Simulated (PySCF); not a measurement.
Exact mass, isotope pattern and composition

Species: `C=CCC1=[N+](C)C=C(Cl)S1`.

All values are calculated from tables of isotopes.

**Question.** What are the average molar mass and the monoisotopic mass?

**Answer.** For [C7H9ClNS]+, with standard atomic weights, 7 × 12.011 + 1 × 32.060 + 1 × 35.450 + 1 × 14.007 + 9 × 1.008 = 174.666 g/mol. From the most abundant isotopes (12C, 32S, 35Cl, 14N, 1H), 7 × 12.000000 + 1 × 31.972071 + 1 × 34.968853 + 1 × 14.003074 + 9 × 1.007825 = 174.0144 u for neutral atoms; the ion's mass is 174.0139 u once 1 electron mass (0.000549 u) is taken off.

**Question.** What cluster does the ion itself show when like nominal masses merge?

**Answer.** 
```csv
nominal mass,m/z (centroid),relative intensity
174,174.0139,100.0
175,175.0166,8.8
176,176.0108,36.8
177,177.0136,3.2
178,178.0075,1.6
179,179.0101,0.1
```

Cut off at 0.1 %.

**Question.** What share of all these ions is the monoisotopic species?

**Answer.** 0.9893^7 × 0.9493 × 0.7578 × 0.99632 × 0.999885^9 = 66.41 %.

**Question.** What is the composition by mass?

**Answer.** C 48.14 %, S 18.36 %, Cl 20.30 %, N 8.02 %, H 5.19 %.

**Question.** Resolve the fine structure: one atom at a time replaced by a minor isotope.

**Answer.** Intensity in % of the monoisotopic species:

```
isotope  mass shift (u)       m/z  intensity (%)
    15N        +0.99703  175.0109           0.37
    33S        +0.99939  175.0133           0.80
    13C        +1.00335  175.0172           7.57
     2H        +1.00628  175.0202           0.10
    34S        +1.99580  176.0097           4.52
   37Cl        +1.99705  176.0109          31.96
    36S        +3.99501  178.0089           0.02
```

Species under 0.02 % are left out.

**Question.** Protons, neutrons, electrons, and exact less nominal mass of the monoisotopic species?

**Answer.** 91 protons, 83 neutrons and 90 electrons; 174.0144 − 174 = +0.0144 u, electron masses as for neutral atoms.
